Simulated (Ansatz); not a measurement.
Breaking the Sn1–F2 bond in FH3Sn (SMILES [F][SnH3]) (multiplicity 1 held, fragments rigid). Energies count from the point at 1.941 Å.
Geometry at that point (charge 0, multiplicity 1):
```xyz
5

Sn    -0.23519    -0.07216    -0.08673
F      1.51444     0.46467     0.55847
H      0.08985    -1.18217    -1.33959
H     -0.96057     1.37603    -0.61963
H     -0.99948    -0.76769     1.26956
```

Signs of static correlation in def2-TZVPP, from Ansatz (an electronic-structure program) runs.

```csv
R (Å),T1 of restricted CCSD,⟨S²⟩ of UHF,largest double amplitude of restricted CCSD
1.552,0.010,0.000,0.031
1.746,0.011,0.000,0.033
1.941,0.012,0.000,0.037
2.135,0.015,0.000,0.039
2.329,0.018,0.000,0.040
2.620,0.024,0.000,0.066
2.911,0.034,…,0.092
3.396,0.061,0.948,0.151
3.881,…,0.994,0.291
4.463,0.221,1.006,0.781
5.239,0.065,1.009,0.048
6.210,0.431,1.009,2.825
```

Some entries are withheld; supply them.


- 2.911, ⟨S²⟩ of UHF: 0.721
- 3.881, T1 of restricted CCSD: 0.112

Doubts at one or more of the structures used: a restricted determinant that unrestricted orbitals would lower (R-CCSD(T)/def2-TZVPP); T1 above 0.05 (R-CCSD(T)/def2-TZVPP, U-CCSD(T)/def2-TZVPP); other coupled-cluster roots lie near (R-CCSD(T)/def2-TZVPP); a spin-contaminated determinant (U-CCSD(T)/def2-TZVPP).
